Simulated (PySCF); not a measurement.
Polarisability and C₆ of Sm⁺ (samarium, charge +1)

[Xe] 4f5 5d1 6s1, one real determinant (an excited configuration). Calculation: PySCF 2.14, in x2c-TZVPPall with one added diffuse shell each of s, p, d, f type (12s8p8d5f2g, 129 functions); scalar relativity by spin-free X2C-1e. Coupled (time-dependent) response in atomic units; α is the mean over directions.

```json
{"method": "UHF", "mean α (bohr³)": "105.3", "α xx, yy, zz": "91.16, 112.9, 111.9", "C₆ (like pair)": "1109", "S(−4)": "7785"}
```

S(−4) is the Cauchy moment in α(ω) = α(0) + S(−4) ω² + …

Spin-orbit coupling is absent.

α(iu) at UHF:

```json
{"u (hartree)": "0", "α(iu) (bohr³)": "105.3"}
{"u (hartree)": "0.0500", "α(iu) (bohr³)": "89.23"}
{"u (hartree)": "0.100", "α(iu) (bohr³)": "62.68"}
{"u (hartree)": "0.200", "α(iu) (bohr³)": "32.16"}
{"u (hartree)": "0.300", "α(iu) (bohr³)": "20.37"}
{"u (hartree)": "0.500", "α(iu) (bohr³)": "11.68"}
{"u (hartree)": "0.750", "α(iu) (bohr³)": "7.614"}
{"u (hartree)": "1.00", "α(iu) (bohr³)": "5.561"}
{"u (hartree)": "1.50", "α(iu) (bohr³)": "3.431"}
{"u (hartree)": "2.00", "α(iu) (bohr³)": "2.357"}
{"u (hartree)": "3.00", "α(iu) (bohr³)": "1.339"}
{"u (hartree)": "5.00", "α(iu) (bohr³)": "0.6351"}
```

A single London oscillator, α(iu) = α/(1 + u²/ω²), gives C₆ = (3/4) ω α². Matching the computed C₆ needs ω = 4 × 1109 / (3 × 105.3²) = 0.133 hartree.

For an ion, C₆ is the dispersion term alone; charge-induced terms of lower order in 1/R come first.

The components differ because the open shell of this determinant is not spherical; for a pure term their mean is the scalar polarisability.

⟨L²⟩ = 30.09 against 56 for a pure K term, so this real determinant mixes terms. Spin-orbit coupling, absent here, splits the open shell strongly.
